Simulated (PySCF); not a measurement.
C2H4NO, SMILES C[N]C=O (connectivity only; charge and spin as stated), charge -1, multiplicity 1. Atoms are numbered in the order given.

```xyz
8

C     -0.3672     1.4178     0.0000
N      0.7540     0.5055     0.0000
C      0.4618    -0.7781     0.0000
O     -0.6519    -1.3810     0.0000
H     -0.3331     2.0877    -0.8851
H     -0.3331     2.0877     0.8851
H     -1.3525     0.9125     0.0000
H      1.3874    -1.4169     0.0000
```
Charge -1, spin multiplicity 1.

Geometry optimised at B3LYP-D3(BJ)/def2-SVPD. A frequency run showed that this geometry is not a minimum. The spin state was assumed, not searched. The isomer is the one that the SMILES or the coordinates give; other isomers of the formula were not compared. The values are those of a single conformer.

Computed with PySCF with B3LYP-D3(BJ)/def2-SVPD.

No scaling factor is applied to the harmonic values.

```csv
mode,ν (cm⁻¹),IR (km/mol),Raman (Å⁴/amu),depolarisation,moving atoms (share of kinetic energy)
1,124i,0.1,0.8,0.75,H 93 %
2,315,16.7,4.0,0.17,"O 37 %, C 32 %, H 21 %, N 9 %"
3,441,15.2,3.9,0.75,"H 41 %, N 29 %, C 24 %"
4,784,6.7,2.6,0.38,"N 31 %, O 25 %, C 24 %, H 19 %"
5,976,12.2,3.8,0.28,"C 59 %, N 26 %, H 14 %"
6,992,0.0,2.5,0.75,"H 55 %, C 37 %"
7,1118,2.5,0.2,0.75,"H 74 %, C 20 %"
8,1133,25.4,3.6,0.67,"H 58 %, C 27 %, N 14 %"
9,1341,97.8,26.8,0.41,"O 31 %, C 29 %, H 23 %, N 17 %"
10,1363,60.2,11.9,0.08,"H 71 %, C 21 %"
11,1391,11.4,14.7,0.68,"H 83 %, N 14 %"
12,1455,3.6,10.2,0.69,H 92 %
13,1466,0.5,12.0,0.75,H 96 %
14,1642,681.9,9.9,0.56,"C 63 %, N 19 %, O 12 %"
15,2778,367.1,283.8,0.34,H 93 %
16,2909,222.4,327.2,0.06,H 97 %
17,2925,144.6,240.0,0.75,"H 91 %, C 9 %"
18,2990,61.3,78.0,0.66,"H 91 %, C 9 %"
```
